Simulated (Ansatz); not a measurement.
K₃S₂, relaxed as a doublet with UKS r2SCAN-D4/def2-SVP in Ansatz, starting from the GFN2-xTB geometry. Force threshold 0.02 eV/Å.

The structure comes from a short search, and lower isomers may exist.

Start:

```xyz
5

K     0.3390   -2.2150   -1.1614
K    -0.7004   -0.0165    2.3832
K     0.3582    2.2217   -1.1764
S    -1.5016    0.0104   -0.4608
S     1.5049   -0.0007    0.4154
```

Q: Estimate the energy that the relaxation releases and the steps that it takes.

A: 8.5 kJ/mol, in 4 steps; 22 s on 4 threads of Arm Neoverse V1 on a shared host. No frequencies were taken in this run, so the end may be a saddle point.

Q: Does the start keep its bonding and symmetry?

A: By distances, no bond broke or formed. The bond that changes most is K3–S4, from 2.98 to 2.96 Å (atoms count from 1). The end is the same structure that another start reached, the lowest one found. Point group Cs at the start, D3h at the end, both within 0.05 Å.

Q: Predict the relaxed structure.

A: 
```csv
atom,x (Å),y (Å),z (Å)
K1,0.331,-2.072,-1.152
K2,-0.675,-0.001,2.297
K3,0.344,2.073,-1.146
S4,-1.665,0.006,-0.489
S5,1.665,-0.006,0.490
```
Bond lengths (bridged metal pairs left out): 6 × K–S 2.96 Å.
